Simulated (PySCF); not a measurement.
SMILES O[Si](F)([SiH3])[SiH3] (H₇FOSi₃) at its B3LYP/def2-SVP optimised geometry (Å):

```
12

O      1.7709    -1.4853     0.0000
Si     0.1029    -1.4853     0.0000
F     -0.2869    -2.1593    -1.4343
Si    -0.7578    -2.9006     1.6895
Si    -0.7521     0.7214     0.0000
H      2.2450    -1.1191     0.7552
H     -0.3084    -2.3996     3.0255
H     -0.2570    -4.2950     1.5095
H     -2.2509    -2.9045     1.6679
H     -0.2357     1.4853    -1.1736
H     -2.2450     0.7144    -0.0316
H     -0.3121     1.4140     1.2511
```

Level of theory: B3LYP/def2-TZVP (PySCF).

Map of the LUMO amplitude (bohr^(-3/2)) on the plane z = 0.8 Å; orbital energy -0.98 eV, overall sign arbitrary:

```
|===========================|
|===========================|
|===========================|
|===========================|
|============---============|
|===========------==========|
|==========--------=========|
|=========---::-----========|
|=========--::::----========|
|==========-:.::---=========|
|===========-::---==========|
|======+++++================|
|======+++***+++============|
|======+++**#***++===----===|
|=======++**####*+==-----===|
|=======++*##%@%#+==------==|
|=======++**%@@@#*=-::----==|
|========++*#%@%#+=-::----==|
|==========++*#*++=------===|
|========----======-----====|
|======---::..::------======|
|=====---:.   ..:----=======|
|====---::.   .::----=======|
|====----:....::-----=======|
|====-----:::-------========|
|====-------================|
|====-----===++=============|
```
Scale: ten equal steps from -0.093 (start of ' ') to 0.131 (end of '@'), in the order ' .:-=+*#%@'; x runs from -4.50 to 4.50, y from -4.50 (bottom) to 4.50 (top).
